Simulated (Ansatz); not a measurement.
All numbers were calculated with Ansatz.

A structure relaxed at PBE0-D4/def2-TZVP, charge 0, multiplicity 1:

```json
{"atom": "C1", "x (Å)": "0.7025", "y (Å)": "1.7009", "z (Å)": "0.0788"}
{"atom": "Si2", "x (Å)": "0.4060", "y (Å)": "-0.1398", "z (Å)": "-0.0195"}
{"atom": "Si3", "x (Å)": "-1.7805", "y (Å)": "-0.7028", "z (Å)": "-0.6147"}
{"atom": "B4", "x (Å)": "1.6953", "y (Å)": "-1.4371", "z (Å)": "0.5152"}
{"atom": "O5", "x (Å)": "0.8820", "y (Å)": "-0.9622", "z (Å)": "1.4685"}
{"atom": "H6", "x (Å)": "0.5897", "y (Å)": "2.1504", "z (Å)": "-0.9118"}
{"atom": "H7", "x (Å)": "-0.0178", "y (Å)": "2.1787", "z (Å)": "0.7478"}
{"atom": "H8", "x (Å)": "1.7113", "y (Å)": "1.9139", "z (Å)": "0.4372"}
{"atom": "H9", "x (Å)": "-2.7786", "y (Å)": "-0.0278", "z (Å)": "0.2611"}
{"atom": "H10", "x (Å)": "-1.9639", "y (Å)": "-2.1745", "z (Å)": "-0.5203"}
{"atom": "H11", "x (Å)": "-2.0308", "y (Å)": "-0.2728", "z (Å)": "-2.0180"}
{"atom": "H12", "x (Å)": "2.5847", "y (Å)": "-2.2268", "z (Å)": "0.5757"}
```

Give its formula and SMILES.

CH7BOSi2, `C[Si]1([SiH3])BO1`.

Summarise the bond lengths by kind.

1 × C–Si 1.867 Å; 3 × C–H 1.092 to 1.094 Å; 1 × Si–Si 2.335 Å; 1 × B–Si 1.906 Å; 1 × O–Si 1.765 Å; 3 × H–Si 1.486 to 1.489 Å; 1 × B–O 1.340 Å; 1 × B–H 1.191 Å.
